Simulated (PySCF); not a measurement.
Compound: C2H7PSeSi.
SMILES with atom numbers: `[SiH3:1][C@@H:2]1[CH2:3][P@H:4]1=[Se:5]` (hydrogens: H6, H7, H8 on Si1; H9 on C2; H10, H11 on C3; H12 on P4)

Computed with PBE0-D3(BJ)/def2-SVP geometry optimisation, gas phase (PySCF).

Q: Give the optimised bond lengths and angles.

A: 
| bond | length (Å) |
| --- | --- |
| Si1–C2 | 1.874 |
| C2–C3 | 1.539 |
| C3–P4 | 1.806 |
| P4=Se5 | 2.080 |
| C2–P4 | 1.819 |
| Si1–H6, Si1–H7, Si1–H8 | 1.494 |
| C2–H9 | 1.098 |
| C3–H10 | 1.096 |
| C3–H11 | 1.095 |
| P4–H12 | 1.417 |

Bonds in one row agree within 0.01 Å and their mean is given. A selection of angles:
| angle | degrees |
| --- | --- |
| C2–Si1–H6 | 110.0 |
| C2–Si1–H7 | 108.1 |
| C2–Si1–H8 | 110.8 |
| H6–Si1–H7 | 109.6 |
| Si1–C2–C3 | 121.7 |
| Si1–C2–P4 | 121.6 |
| Si1–C2–H9 | 114.8 |
| C3–C2–P4 | 64.5 |
| C3–C2–H9 | 113.9 |
| P4–C2–H9 | 110.9 |
| C2–C3–P4 | 65.3 |
| C2–C3–H10 | 118.4 |
| C2–C3–H11 | 116.8 |
| P4–C3–H10 | 118.6 |
| P4–C3–H11 | 115.3 |
| H10–C3–H11 | 114.0 |
| C3–P4–Se5 | 128.2 |
| C3–P4–H12 | 105.4 |
| Se5–P4–H12 | 120.2 |
| C2–P4–C3 | 50.2 |
| C2–P4–Se5 | 127.7 |
| C2–P4–H12 | 105.4 |

Dihedral angles: Si1–C2–C3–P4 -113° (anticlinal); C2–C3–P4–Se5 -111° (anticlinal); Si1–C2–P4–C3 113° (anticlinal).

P4 (phosphorus bonded to 2 C, Se and H) has angles from 50.2° to 128.2°. Si1 (SiH3 silicon) is tetrahedral (angles from 108.1° to 110.8°). The 3-membered ring C2–C3–P4 has internal angles of 50.2° to 65.3°.

Point group: C1 (no symmetry element, even within 0.4 Å). No PBE0-D3(BJ)/def2-SVP frequencies stand behind this structure, so it isn't proved a minimum.
